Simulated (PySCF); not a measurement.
Computed with PySCF 2.14.0 with PBE0-D3(BJ)/def2-TZVP. Gas-phase values, no solvent. One relaxed conformer stands for a flexible species; it need not be the lowest. 

Reference species (SMILES): `B[NH+]` (excited triplet) (charge +1, multiplicity 3).

* **highest occupied spin orbital**: -16.63 eV

Changed species: `[NH+]S` (excited triplet; H–N–S–H torsion 101°) (X = mercapto, multiplicity 3; the reference has X = boryl, multiplicity 3).

**Question.** Predict the effect on the highest occupied spin orbital.

**Answer.** the highest occupied spin orbital rises by 1.41 eV, to -15.22 eV.
